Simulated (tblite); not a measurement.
Parent: `[CH3:1][CH2:2][Si@H:3]1[CH:4]=[CH:5][C:6]1=[O:7]` with C1–C2–Si3–C4 -162°, C5H8OSi.

Structures optimised with GFN2-xTB, isolated species. One conformer each, not checked by frequencies here.

| coordinate of the parent | value |
| --- | --- |
| C1–C2 | 1.527 Å |
| C2–Si3 | 1.901 Å |
| Si3–C4 | 1.906 Å |
| C4=C5 | 1.344 Å |
| C5–C6 | 1.478 Å |
| C6=O7 | 1.205 Å |
| Si3–C6 | 1.955 Å |
| C1–C2–Si3 | 112.3° |
| C2–Si3–C4 | 117.3° |
| C2–Si3–C6 | 119.1° |
| C4–Si3–C6 | 69.9° |
| Si3–C4–C5 | 96.7° |
| C4–C5–C6 | 103.1° |
| C5–C6–O7 | 130.5° |
| Si3–C6–C5 | 90.3° |
| Si3–C6–O7 | 139.1° |

Task: How does the shared frame change in `[CH3:1][CH2:2][Si@H:3]1[C:4](=[O:5])[CH:6]=[C:7]1/[CH:8]=[N:9]/[CH3:10]` with C1–C2–Si3–C4 -157°, C6–C7–C8–N9 172°, C7H11NOSi? Atoms pair as C1 = C1, C2 = C2, Si3 = Si3, C4 = C7, C5 = C6, C6 = C4, O7 = O5 (parent first).

Result: 
```csv
parent,relative,value in the relative,change
C1–C2,C1–C2,1.528 Å,+0.001
C2–Si3,C2–Si3,1.898 Å,-0.003
Si3–C4,Si3–C7,1.912 Å,+0.006
C4=C5,C7=C6,1.355 Å,+0.011
C5–C6,C6–C4,1.474 Å,-0.004
C6=O7,C4=O5,1.206 Å,+0.001
Si3–C6,Si3–C4,1.957 Å,+0.002
C1–C2–Si3,C1–C2–Si3,111.1°,-1.2
C2–Si3–C4,C2–Si3–C7,115.1°,-2.2
C2–Si3–C6,C2–Si3–C4,121.6°,+2.5
C4–Si3–C6,C7–Si3–C4,69.8°,-0.1
Si3–C4–C5,Si3–C7–C6,96.5°,-0.2
C4–C5–C6,C7–C6–C4,102.9°,-0.2
C5–C6–O7,C6–C4–O5,130.0°,-0.5
Si3–C6–C5,Si3–C4–C6,90.8°,+0.5
Si3–C6–O7,Si3–C4–O5,139.2°,+0.1
```

Of the parent's bonds, C4–C5 changes most (+0.011 Å). Bonds of the relative outside the shared frame: C7–C8 1.435, C8=N9 1.265, N9–C10 1.422 Å. Point group C1 → C1.

Task: How does the shared frame change in `[CH3:1][C:2]#[C:3][C:4]1=[CH:5][C:6](=[O:7])[Si@H:8]1[CH2:9][CH3:10]` with C6–Si8–C9–C10 155°, C8H10OSi? Atoms pair as C1 = C10, C2 = C9, Si3 = Si8, C4 = C4, C5 = C5, C6 = C6, O7 = O7 (parent first).

Result: 
```csv
parent,relative,value in the relative,change
C1–C2,C10–C9,1.527 Å,0.000
C2–Si3,C9–Si8,1.901 Å,0.000
Si3–C4,Si8–C4,1.923 Å,+0.017
C4=C5,C4=C5,1.360 Å,+0.016
C5–C6,C5–C6,1.464 Å,-0.014
C6=O7,C6=O7,1.208 Å,+0.003
Si3–C6,Si8–C6,1.950 Å,-0.005
C1–C2–Si3,C10–C9–Si8,112.2°,-0.1
C2–Si3–C4,C9–Si8–C4,115.5°,-1.8
C2–Si3–C6,C9–Si8–C6,119.9°,+0.8
C4–Si3–C6,C4–Si8–C6,69.8°,-0.1
Si3–C4–C5,Si8–C4–C5,95.7°,-1.0
C4–C5–C6,C4–C5–C6,103.3°,+0.2
C5–C6–O7,C5–C6–O7,130.7°,+0.2
Si3–C6–C5,Si8–C6–C5,91.3°,+1.0
Si3–C6–O7,Si8–C6–O7,138.1°,-1.0
```

Of the parent's bonds, Si3–C4 and C4–C5 change most and about equally (+0.016 to +0.017 Å). Bonds of the relative outside the shared frame: C1–C2 1.442, C2≡C3 1.208, C3–C4 1.387 Å. Point group C1 → C1.

Task: How does the shared frame change in `[CH3:1][CH2:2][Si@@H:3]1[C:4](=[O:5])[CH:6]=[C:7]1[F:8]` with C1–C2–Si3–C4 41°, C5H7FOSi? Atoms pair as C1 = C1, C2 = C2, Si3 = Si3, C4 = C7, C5 = C6, C6 = C4, O7 = O5 (parent first).

Result: 
```tsv
parent	relative	value in the relative	change
C1–C2	C1–C2	1.529 Å	+0.002
C2–Si3	C2–Si3	1.901 Å	0.000
Si3–C4	Si3–C7	1.920 Å	+0.014
C4=C5	C7=C6	1.344 Å	0.000
C5–C6	C6–C4	1.475 Å	-0.003
C6=O7	C4=O5	1.204 Å	-0.001
Si3–C6	Si3–C4	1.956 Å	+0.001
C1–C2–Si3	C1–C2–Si3	113.1°	+0.8
C2–Si3–C4	C2–Si3–C7	115.6°	-1.7
C2–Si3–C6	C2–Si3–C4	118.7°	-0.4
C4–Si3–C6	C7–Si3–C4	68.5°	-1.4
Si3–C4–C5	Si3–C7–C6	98.1°	+1.4
C4–C5–C6	C7–C6–C4	101.3°	-1.8
C5–C6–O7	C6–C4–O5	129.9°	-0.6
Si3–C6–C5	Si3–C4–C6	92.1°	+1.8
Si3–C6–O7	Si3–C4–O5	137.9°	-1.2
```

Of the parent's bonds, Si3–C4 changes most (+0.014 Å). Bonds of the relative outside the shared frame: C7–F8 1.334 Å. Point group C1 → C1.

These are computed values.
